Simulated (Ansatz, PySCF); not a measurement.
The pair A = NH3 (SMILES N) (first 4 atoms), B = CH4S (SMILES CS); geometry from B3LYP-D3(BJ)/def2-TZVP.
(charge 0, multiplicity 1):
```xyz
10

N     -0.1745     0.0328     0.7472
H     -0.1468     0.9539     0.3249
H      0.6587    -0.4635     0.4528
H     -0.9752    -0.4567     0.3645
C      0.6242    -0.9666     4.6857
S     -0.5074     0.4030     4.2775
H      1.6277    -0.7748     4.3098
H      0.6645    -1.0299     5.7719
H      0.2556    -1.9131     4.2942
H     -0.4037     0.2937     2.9332
```

Frozen-core correlation. Rows in 6-31G* carry no dispersion term and start afresh at each structure (6-31G* with six Cartesian d functions). MP2/6-31G* freezes PySCF's default core.

Run with Ansatz (Gaussian basis) for Hartree–Fock, density functionals and correlated methods; PySCF for 6-31G* rows. Values without a source in brackets are computed.

Total energies (hartree), monomers frozen at their geometry in the pair:

```csv
structure,B3LYP/6-31G*,MP2/6-31G*,CCSD(T)/aug-cc-pV(D+d)Z
AB,-495.2529623,-494.3137777,-494.5161166
A in the pair's basis,-56.5491767,-56.3560204,-56.4264020
B in the pair's basis,-438.6983839,-437.9530920,-438.0860171
A,-56.5477285,-56.3541015,-56.4252233
B,-438.6982325,-437.9525657,-438.0852558
```

Question: Work out the interaction energy without and with the counterpoise correction, and the superposition error, for each level.

Answer: 
E(AB) − E(A) − E(B), times 627.509 kcal/mol, with the monomers in their own basis and then in the pair's basis:
- B3LYP/6-31G*: -4.39 uncorrected, -3.39 corrected; the monomers gain 1.00 kcal/mol from borrowed functions
- MP2/6-31G*: -4.46 uncorrected, -2.93 corrected; the monomers gain 1.53 kcal/mol from borrowed functions
- CCSD(T)/aug-cc-pV(D+d)Z: -3.54 uncorrected, -2.32 corrected; the monomers gain 1.22 kcal/mol from borrowed functions

Ansatz is a first-principles code.
